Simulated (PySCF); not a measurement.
## Diatomic anions of Si with the halogens

MP2 with triple-zeta basis sets in PySCF, for the lowest determinant that a PBE0 search found; no spin–orbit coupling. De refers to high-spin ground-configuration atoms (the charge goes to the atom of lower measured ionisation energy or higher electron affinity, which is not always the lowest computed limit).

```
 M        basis  reference, frozen orbitals  charged atom  state (unpaired electrons)  Re (Å)  ωe (cm⁻¹)  De (eV)
 F  def2-TZVPPD                      UHF, 6            F−              triplet (π ↑↑)   1.713        640     3.27
Cl  def2-TZVPPD                     UHF, 10           Cl−              triplet (π ↑↑)   2.254        360     1.92
 I  def2-TZVPPD                      UHF, 9            I−              triplet (π ↑↑)   2.656        243     1.51
```

Q: The row for M = Br is missing. Estimate Re, ωe and De as the mean of the rows for Cl and I, and compare with the calculation.

A: The means are 2.455 Å, 302 cm⁻¹ and 1.71 eV. UHF-MP2 in def2-TZVPPD gives SiBr⁻ as a triplet (π ↑↑) with Re = 2.434 Å, ωe = 283 cm⁻¹, De = 1.70 eV, so the estimate is off by +2.1 pm, +7 % and +0.02 eV.

Correlated steps freeze the inner cores (6 to 14 orbitals); shallow outer-core shells are correlated. These are scalar-relativistic numbers at best; spin–orbit coupling would shift them, the dissociation energy most. For an ion De counts to the pair picked by the measured ionisation energies or electron affinities, which need not be the lowest pair at this level. States were picked by a PBE0 search and need not be the measured ground states.
